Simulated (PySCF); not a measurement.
Scan of F2Ge, singlet: symmetric bend, bond length relaxed. Scanned: F-Ge-F angle. Other coordinates (Ge-F bond length) were minimised at PBE0/def2-TZVP.

The free coordinates were minimised at PBE0/def2-TZVP in PySCF; the energy column is CCSD(T) on RHF/cc-pVTZ, 11 core orbitals frozen (PySCF), in kcal/mol.

```json
[
 {"a / °": "180", "Ge-F bond length / Å": "1.831", "E": "44.8"},
 {"a / °": "170", "Ge-F bond length / Å": "1.827", "E": "43.3"},
 {"a / °": "160", "Ge-F bond length / Å": "1.817", "E": "39.0"},
 {"a / °": "150", "Ge-F bond length / Å": "1.802", "E": "32.4"},
 {"a / °": "140", "Ge-F bond length / Å": "1.786", "E": "24.4"},
 {"a / °": "130", "Ge-F bond length / Å": "1.771", "E": "16.0"},
 {"a / °": "120", "Ge-F bond length / Å": "1.758", "E": "8.5"},
 {"a / °": "110", "Ge-F bond length / Å": "1.750", "E": "2.9"},
 {"a / °": "100", "Ge-F bond length / Å": "1.745", "E": "0.0"},
 {"a / °": "90", "Ge-F bond length / Å": "1.747", "E": "1.2"},
 {"a / °": "80", "Ge-F bond length / Å": "1.760", "E": "8.5"}
]
```
